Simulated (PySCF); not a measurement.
Multinuclear NMR of C₅H₁₂O₂Si

Molfile (atoms numbered from 1):
```
C5H12O2Si
     RDKit          3D

 20 19  0  0  0  0  0  0  0  0999 V2000
    3.4283    0.5832   -0.4340 C   0  0  0  0  0  0  0  0  0  0  0  0
    1.9573    0.7181   -0.2262 C   0  0  0  0  0  0  0  0  0  0  0  0
    1.1486   -0.2486    0.1870 C   0  0  0  0  0  0  0  0  0  0  0  0
   -0.6982   -0.0805    0.4572 Si  0  0  0  0  0  4  0  0  0  0  0  0
   -1.5940   -1.1763   -0.3559 O   0  0  0  0  0  0  0  0  0  0  0  0
   -1.5873   -2.5651   -0.2286 C   0  0  0  0  0  0  0  0  0  0  0  0
   -1.0680    1.3604   -0.1749 O   0  0  0  0  0  0  0  0  0  0  0  0
   -2.3311    1.9393   -0.3206 C   0  0  0  0  0  0  0  0  0  0  0  0
    3.9601    1.3310    0.1538 H   0  0  0  0  0  0  0  0  0  0  0  0
    3.7763   -0.4065   -0.1467 H   0  0  0  0  0  0  0  0  0  0  0  0
    3.6765    0.7545   -1.4818 H   0  0  0  0  0  0  0  0  0  0  0  0
    1.5420    1.6920   -0.4445 H   0  0  0  0  0  0  0  0  0  0  0  0
    1.5870   -1.2167    0.4063 H   0  0  0  0  0  0  0  0  0  0  0  0
   -1.0457   -0.1703    1.8849 H   0  0  0  0  0  0  0  0  0  0  0  0
   -0.5846   -2.9691   -0.3880 H   0  0  0  0  0  0  0  0  0  0  0  0
   -1.9298   -2.8650    0.7653 H   0  0  0  0  0  0  0  0  0  0  0  0
   -2.2620   -2.9754   -0.9811 H   0  0  0  0  0  0  0  0  0  0  0  0
   -2.6887    2.3134    0.6423 H   0  0  0  0  0  0  0  0  0  0  0  0
   -2.2400    2.7738   -1.0175 H   0  0  0  0  0  0  0  0  0  0  0  0
   -3.0518    1.2186   -0.7098 H   0  0  0  0  0  0  0  0  0  0  0  0
  1  2  1  0
  2  3  2  0
  3  4  1  0
  4  5  1  0
  5  6  1  0
  4  7  1  0
  7  8  1  0
  1  9  1  0
  1 10  1  0
  1 11  1  0
  2 12  1  0
  3 13  1  0
  4 14  1  0
  6 15  1  0
  6 16  1  0
  6 17  1  0
  8 18  1  0
  8 19  1  0
  8 20  1  0
M  END
```

Calculated, not measured (PySCF): PBE0/pcSseg-1 with gauge-including orbitals, geometry from GFN2-xTB. Fast rotation and ring inversion assumed for equivalent nuclei, relativity neglected, no solvent model, single conformer.

(1) What are the $^{29}$Si shifts?

(2) Where does $^{17}$O resonate?

Results:

(1) 
| atoms | environment | σ (ppm) | δ (ppm) |
| --- | --- | --- | --- |
| Si4 | silicon bonded to C, 2 O, H | 387.3 | -38.4 |

Shieldings were converted by a linear fit to measured shifts: $^{29}$Si: δ = 279.94 − 0.822σ (rms 8.9 ppm, 72 shifts, 25.8 ppm with the 6 outliers that the fit left out vs TMS, solution or neat liquid). A few per cent of atoms miss by over 2 rms, more outside the fitted compound classes.

On a 500 MHz spectrometer $^{29}$Si resonates near 99.3 MHz, so 1 ppm is 99.3 Hz.

(2) 
```tsv
atoms	environment	σ (ppm)	δ (ppm)
O5/O7	oxygen bonded to C, Si	317.2	-22.2
```

Shieldings were converted by a linear fit to measured shifts: $^{17}$O (scatter 10.7 ppm rms, 12.2 ppm with the 3 outliers that the fit left out vs liquid water, solution or neat liquid). Occasional misses reach two or three times the rms, and more in compound classes unlike the fitted ones.

On a 500 MHz spectrometer $^{17}$O resonates near 67.8 MHz, so 1 ppm is 67.8 Hz.
